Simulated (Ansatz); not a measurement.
Born–Oppenheimer molecular dynamics of C$_{2}$H$_{10}$BNOSi (16 atoms, charge 0, multiplicity 1). It starts from a relaxed structure.

Theory: Ansatz 0.2.0, RKS CAM-B3LYP-D4/STO-3G.

```json
{"ensemble": "NVE (velocity Verlet)", "time step": "0.5 fs", "steps asked": "166", "starting velocities drawn for": "700 K", "seed": "207429"}
```

Frames 5 fs apart, positions in Å, forces in eV/Å.

Velocities at 10.0 fs (Å/ps):

```
C -3.50 3.28 0.01
Si 1.89 -2.72 0.88
C -1.30 -6.04 -4.60
O -3.14 9.84 -2.35
B 3.71 2.50 2.37
N -1.45 -3.45 -0.66
H -43.55 14.25 0.38
H -2.51 -24.35 -16.29
H -8.36 27.01 2.93
H 12.09 -3.76 0.24
H 7.28 -17.18 5.57
H 13.28 23.53 23.53
H 14.47 -31.42 10.99
H 29.21 -10.10 16.93
H -0.18 5.49 8.80
H 12.99 -9.76 -1.95
```

```xyz
16
Properties=species:S:1:pos:R:3:forces:R:3 time_fs=10.0 energy_less_start_eV=0.639 T=349
C -0.251 -2.007 0.453 -1.41 0.03 -1.21
Si 0.969 -1.020 -0.525 -0.70 1.50 -0.35
C 0.817 0.843 -0.016 -0.22 -1.32 -0.55
O 1.847 1.620 -0.692 1.31 -2.58 -1.31
B -0.617 1.384 -0.327 -0.21 0.26 0.27
N -1.686 1.066 0.480 -1.08 1.25 -0.47
H -1.210 -1.595 0.118 -0.34 -0.34 0.37
H -0.262 -3.069 0.178 0.19 0.17 0.15
H -0.231 -1.916 1.531 0.43 0.12 0.37
H 2.202 -1.531 -0.159 1.74 -0.34 0.07
H 0.740 -1.094 -1.956 0.03 -0.35 0.34
H 0.974 0.758 1.070 0.14 0.50 0.48
H 1.734 2.505 -0.311 -0.43 2.65 1.12
H -0.950 2.157 -1.167 0.81 -0.55 0.02
H -2.494 1.676 0.265 -0.68 -0.44 0.36
H -1.769 0.665 1.421 0.41 -0.56 0.34
16
Properties=species:S:1:pos:R:3:forces:R:3 time_fs=15.0 energy_less_start_eV=0.461 T=448
C -0.294 -1.993 0.441 -0.89 0.83 0.25
Si 0.979 -1.030 -0.520 1.65 -0.04 0.79
C 0.815 0.806 -0.031 0.96 0.54 1.35
O 1.839 1.652 -0.712 0.26 2.21 1.27
B -0.601 1.390 -0.304 -0.59 -0.53 0.40
N -1.701 1.059 0.474 -0.13 0.71 0.42
H -1.302 -1.620 0.184 0.32 -0.23 -0.15
H -0.260 -3.051 0.170 0.04 -0.08 0.50
H -0.221 -1.808 1.533 0.33 -0.66 -0.63
H 2.345 -1.550 -0.172 -1.30 0.56 -0.36
H 0.774 -1.211 -1.920 -0.09 -0.01 -0.33
H 1.022 0.897 1.087 -0.28 -0.60 -0.94
H 1.761 2.594 -0.145 0.08 -2.68 -1.64
H -0.764 2.134 -1.168 -0.17 0.31 -0.47
H -2.554 1.641 0.354 -0.18 -0.45 0.20
H -1.669 0.577 1.406 -0.02 0.12 -0.68
16
Properties=species:S:1:pos:R:3:forces:R:3 time_fs=20.0 energy_less_start_eV=0.639 T=350
C -0.348 -1.966 0.427 0.71 -0.75 -0.32
Si 0.999 -1.037 -0.511 -1.41 0.15 -1.02
C 0.828 0.777 -0.032 0.71 1.54 -0.78
O 1.836 1.692 -0.727 -0.22 -4.33 -2.16
B -0.596 1.390 -0.278 -0.57 0.72 -1.85
N -1.718 1.066 0.472 0.59 0.23 0.36
H -1.392 -1.680 0.219 0.55 0.10 -0.13
H -0.241 -3.055 0.261 -0.20 0.47 -0.07
H -0.138 -1.815 1.473 -0.28 0.08 0.86
H 2.304 -1.482 -0.237 0.77 -0.48 0.55
H 0.792 -1.325 -1.922 0.02 0.46 0.31
H 1.039 0.927 1.021 0.24 -0.75 1.12
H 1.776 2.444 -0.139 -0.20 3.30 2.29
H -0.614 2.139 -1.224 -0.64 -0.49 0.98
H -2.660 1.507 0.483 0.25 -0.02 -0.36
H -1.568 0.473 1.306 -0.33 -0.23 0.21
16
Properties=species:S:1:pos:R:3:forces:R:3 time_fs=25.0 energy_less_start_eV=0.772 T=277
C -0.382 -1.949 0.419 2.03 -0.40 1.67
Si 1.010 -1.045 -0.508 -0.52 -0.17 -0.29
C 0.855 0.776 -0.037 -0.09 0.95 1.19
O 1.830 1.704 -0.747 -0.41 1.12 2.66
B -0.604 1.397 -0.281 -0.10 -0.83 0.52
N -1.724 1.074 0.479 1.11 -0.95 0.81
H -1.422 -1.693 0.207 0.19 0.32 -0.09
H -0.263 -3.027 0.321 -0.17 -0.27 -0.60
H -0.133 -1.823 1.503 -0.89 0.34 -0.67
H 2.357 -1.493 -0.200 -0.47 -0.16 0.28
H 0.811 -1.345 -1.889 0.00 0.27 -0.43
H 1.084 0.789 1.088 -0.17 -0.09 -1.26
H 1.786 2.523 -0.022 0.29 -1.90 -2.17
H -0.606 2.108 -1.157 -0.68 1.12 -0.99
H -2.717 1.370 0.531 0.22 0.43 -0.68
H -1.545 0.353 1.211 -0.34 0.21 0.05
16
Properties=species:S:1:pos:R:3:forces:R:3 time_fs=30.0 energy_less_start_eV=0.561 T=392
C -0.380 -1.940 0.432 -0.15 -0.45 -1.03
Si 1.015 -1.053 -0.509 -0.04 0.04 -0.36
C 0.879 0.794 -0.032 -1.40 0.06 -1.44
O 1.818 1.710 -0.747 0.27 -2.41 -0.78
B -0.614 1.397 -0.284 0.23 1.05 -0.86
N -1.714 1.069 0.497 0.49 -1.06 0.29
H -1.413 -1.631 0.157 0.88 -0.08 -0.20
H -0.322 -3.036 0.265 -0.01 0.61 0.18
H -0.293 -1.758 1.489 0.18 -0.03 0.85
H 2.342 -1.550 -0.095 -0.89 0.17 -0.19
H 0.833 -1.299 -1.922 0.10 0.01 0.14
H 1.118 0.630 1.015 0.21 0.91 1.13
H 1.845 2.477 -0.125 -0.03 1.56 1.22
H -0.741 2.219 -1.184 0.08 -1.03 1.17
H -2.718 1.325 0.427 0.28 0.34 -0.40
H -1.599 0.262 1.144 -0.20 0.31 0.27
16
Properties=species:S:1:pos:R:3:forces:R:3 time_fs=35.0 energy_less_start_eV=0.611 T=365
C -0.371 -1.934 0.439 -0.32 1.14 0.13
Si 1.018 -1.060 -0.513 -1.59 1.18 0.04
C 0.879 0.813 -0.042 -0.99 -0.40 0.95
O 1.812 1.698 -0.747 1.30 0.81 0.23
B -0.620 1.409 -0.295 0.55 -1.61 2.50
N -1.695 1.048 0.518 -0.03 0.08 -1.13
H -1.318 -1.561 0.053 -0.30 -0.03 -0.22
H -0.373 -2.999 0.234 0.17 -0.43 0.37
H -0.424 -1.713 1.539 0.61 -0.53 -1.08
H 2.198 -1.600 -0.008 1.37 -0.41 0.16
H 0.875 -1.251 -1.938 0.05 -0.22 0.17
H 1.162 0.678 1.063 -0.64 0.86 -1.02
H 1.881 2.551 -0.133 -0.42 -1.30 -0.64
H -0.878 2.199 -1.056 0.13 0.98 -1.26
H -2.653 1.351 0.242 0.14 -0.12 0.43
H -1.697 0.230 1.148 -0.03 0.01 0.38
16
Properties=species:S:1:pos:R:3:forces:R:3 time_fs=40.0 energy_less_start_eV=0.710 T=310
C -0.368 -1.913 0.435 -0.99 -0.51 -2.91
Si 1.011 -1.058 -0.514 1.48 0.21 2.33
C 0.857 0.826 -0.045 -0.53 -0.03 -0.80
O 1.822 1.683 -0.752 1.02 0.57 -0.32
B -0.615 1.401 -0.269 0.06 0.59 -0.32
N -1.676 1.023 0.525 -0.98 -0.26 -0.47
H -1.261 -1.505 -0.093 0.06 -0.60 1.01
H -0.391 -3.012 0.280 0.19 0.66 0.01
H -0.436 -1.744 1.488 0.13 0.55 0.94
H 2.245 -1.687 0.066 -0.82 0.89 -0.93
H 0.925 -1.252 -1.927 -0.12 -0.18 -0.23
H 1.098 0.906 1.012 -0.06 -0.42 1.02
H 1.839 2.535 -0.155 -0.19 -0.74 -0.49
H -0.946 2.261 -1.073 0.91 -1.12 0.72
H -2.575 1.363 0.143 -0.56 -0.08 0.71
H -1.799 0.240 1.209 0.40 0.46 -0.28
16
Properties=species:S:1:pos:R:3:forces:R:3 time_fs=45.0 energy_less_start_eV=0.588 T=377
C -0.377 -1.894 0.396 0.05 0.10 1.09
Si 1.013 -1.053 -0.500 -0.62 1.45 0.01
C 0.829 0.839 -0.054 1.16 -0.10 1.19
O 1.846 1.667 -0.765 -0.01 -1.40 -0.55
B -0.608 1.396 -0.240 0.10 -0.98 0.24
N -1.675 0.999 0.521 -1.64 0.55 -0.56
H -1.281 -1.536 -0.074 -0.80 -0.01 0.20
H -0.365 -2.973 0.318 0.11 -0.50 -0.31
H -0.402 -1.687 1.502 0.03 0.15 -1.28
H 2.200 -1.622 -0.025 1.19 -0.21 0.34
H 0.952 -1.288 -1.938 -0.15 0.18 0.51
H 1.002 1.034 1.062 0.17 -1.14 -0.94
H 1.774 2.486 -0.199 0.13 1.30 0.36
H -0.848 2.173 -1.022 -0.21 1.00 -1.06
H -2.597 1.355 0.204 -0.12 0.07 0.39
H -1.814 0.299 1.258 0.60 -0.45 0.37
16
Properties=species:S:1:pos:R:3:forces:R:3 time_fs=50.0 energy_less_start_eV=0.535 T=408
C -0.391 -1.879 0.360 -1.18 -1.02 -0.31
Si 1.014 -1.038 -0.482 0.68 1.21 -0.11
C 0.820 0.846 -0.049 1.42 -1.16 -0.50
O 1.870 1.641 -0.781 -0.95 1.96 1.95
B -0.603 1.382 -0.217 -1.23 1.28 -2.33
N -1.699 0.979 0.511 -0.59 -0.18 0.83
H -1.420 -1.600 0.018 1.19 -0.17 -0.16
H -0.310 -2.985 0.306 -0.07 0.68 0.17
H -0.356 -1.573 1.389 -0.01 -0.19 1.07
H 2.326 -1.556 -0.081 -0.72 0.25 0.17
H 0.943 -1.292 -1.878 -0.12 0.14 -0.58
H 0.966 0.930 1.024 0.88 -0.30 1.04
H 1.731 2.589 -0.261 0.55 -2.18 -1.57
H -0.759 2.193 -1.097 -0.24 -0.62 0.87
H -2.655 1.359 0.357 0.21 0.02 -0.03
H -1.694 0.320 1.326 0.16 0.29 -0.53
16
Properties=species:S:1:pos:R:3:forces:R:3 time_fs=55.0 energy_less_start_eV=0.588 T=379
C -0.416 -1.875 0.333 1.56 0.37 2.62
Si 1.018 -1.012 -0.468 -0.01 0.48 -2.08
C 0.841 0.834 -0.042 1.06 -0.09 1.52
O 1.884 1.620 -0.782 0.10 -4.22 -0.75
B -0.620 1.385 -0.232 -0.70 -0.37 0.22
N -1.732 0.960 0.511 1.62 0.35 -0.07
H -1.421 -1.661 0.036 -0.61 0.47 -0.85
H -0.268 -2.945 0.316 -0.05 -0.59 0.11
H -0.328 -1.529 1.400 -0.45 -0.86 -0.77
H 2.349 -1.461 -0.081 -0.63 -0.09 0.26
H 0.911 -1.257 -1.897 0.14 0.20 0.29
H 1.091 0.760 1.084 -0.19 0.64 -1.25
H 1.762 2.524 -0.477 -0.79 3.24 1.30
H -0.741 2.158 -1.067 -0.49 0.66 -0.59
H -2.680 1.371 0.508 -0.03 0.01 -0.16
H -1.538 0.362 1.331 -0.52 -0.20 0.18
16
Properties=species:S:1:pos:R:3:forces:R:3 time_fs=60.0 energy_less_start_eV=0.676 T=330
C -0.421 -1.873 0.339 0.16 -1.01 -0.35
Si 1.020 -0.981 -0.470 -1.48 -0.14 -1.37
C 0.876 0.821 -0.017 -1.56 1.08 -1.27
O 1.896 1.575 -0.781 -0.02 2.72 0.03
B -0.652 1.387 -0.251 0.53 0.27 0.02
N -1.741 0.946 0.512 1.11 0.34 0.47
H -1.435 -1.652 -0.096 1.26 -0.17 0.47
H -0.245 -2.970 0.341 -0.31 0.55 -0.40
H -0.392 -1.622 1.387 -0.50 0.36 0.72
H 2.276 -1.399 -0.007 0.79 -0.64 0.37
H 0.908 -1.184 -1.885 0.20 -0.06 -0.17
H 1.208 0.720 1.004 -0.20 0.78 1.61
H 1.697 2.646 -0.603 0.15 -3.24 -0.17
H -0.820 2.207 -1.103 0.01 -0.55 0.48
H -2.684 1.379 0.618 0.31 -0.08 -0.48
H -1.498 0.376 1.345 -0.45 -0.20 0.03
16
Properties=species:S:1:pos:R:3:forces:R:3 time_fs=65.0 energy_less_start_eV=0.584 T=381
C -0.415 -1.884 0.350 1.07 0.26 1.03
Si 1.013 -0.953 -0.481 0.92 -1.70 1.47
C 0.888 0.827 -0.003 -1.18 1.24 0.95
O 1.910 1.542 -0.784 0.98 -3.01 -0.41
B -0.673 1.389 -0.264 1.32 -0.40 0.86
N -1.730 0.936 0.521 0.76 0.08 0.79
H -1.314 -1.646 -0.182 -1.01 0.17 -0.19
H -0.274 -2.956 0.291 0.11 -0.49 -0.17
H -0.547 -1.661 1.445 0.20 0.05 -1.30
H 2.297 -1.452 0.114 -1.16 0.29 -0.90
H 0.949 -1.120 -1.903 0.07 -0.13 -0.12
H 1.229 0.857 1.104 -1.09 0.17 -1.28
H 1.593 2.445 -0.704 -0.90 3.48 0.15
H -0.907 2.189 -1.089 0.15 -0.09 -0.03
H -2.656 1.383 0.620 -0.26 0.12 -0.55
H -1.555 0.346 1.363 0.02 -0.06 -0.29
```

Of the whole run (83 fs, mean temperature of the second half 361 K): The conserved energy stayed within 0.61 meV per atom of its start (net change 0.5 meV per atom), so the integration is sound. The temperature averaged 0.52 of the 700 K drawn at the start: a run that starts near a minimum puts about half its kinetic energy into the potential. A run of 0.083 ps of so small a system gives no equilibrium averages. Limits of this set-up: minimal basis.

The run took 7.4 min on 1 thread of Arm Neoverse V2 (shared host), peak memory 0.11 GiB.
